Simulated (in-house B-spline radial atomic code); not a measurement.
A fraction x of an electron is removed from 2s in O4+, starting from [He] 2s2 and keeping the highest spin. Method: scalar-relativistic (X2C) RPBE, spin-polarised, spherical fractional occupations, Fermi nucleus of rms radius 2.6991 fm. Calculated with a B-spline radial code for spherical atoms.

```json
{"x": "0", "E(x) - E(0) (eV)": "0.0000", "2s down level (eV)": "-102.784"}
{"x": "0.05", "E(x) - E(0) (eV)": "5.1652", "2s down level (eV)": "-103.824"}
{"x": "0.14", "E(x) - E(0) (eV)": "14.5932", "2s down level (eV)": "-105.683"}
{"x": "0.32", "E(x) - E(0) (eV)": "33.9469", "2s down level (eV)": "-109.343"}
{"x": "0.46", "E(x) - E(0) (eV)": "49.4499", "2s down level (eV)": "-112.115"}
{"x": "0.5", "E(x) - E(0) (eV)": "53.9501", "2s down level (eV)": "-112.893"}
{"x": "0.55", "E(x) - E(0) (eV)": "59.6188", "2s down level (eV)": "-113.856"}
{"x": "0.65", "E(x) - E(0) (eV)": "71.0995", "2s down level (eV)": "-115.752"}
{"x": "0.83", "E(x) - E(0) (eV)": "92.2436", "2s down level (eV)": "-119.251"}
{"x": "0.98", "E(x) - E(0) (eV)": "110.4065", "2s down level (eV)": "-122.359"}
{"x": "1", "E(x) - E(0) (eV)": "112.8372", "2s down level (eV)": "-"}
```

The exact functional would give a straight line between the two integer points. Deviations E(x) - E(0) - x[E(1) - E(0)], in eV: -0.477 at x = 0.05, -1.204 at x = 0.14, -2.161 at x = 0.32, -2.455 at x = 0.46, -2.468 at x = 0.5, -2.442 at x = 0.55, -2.245 at x = 0.65, -1.411 at x = 0.83, -0.174 at x = 0.98.

The curve lies below the straight line by up to 2.468 eV (at x = 0.5): convex, the delocalisation error that favours fractional charges.

Problem. How well does Slater's transition state (minus the level at half occupation) give the ionisation energy?

Solution. It gives 112.893 eV against 112.837 eV from the two total energies; NIST lists 113.90 eV, ground level to ground level.
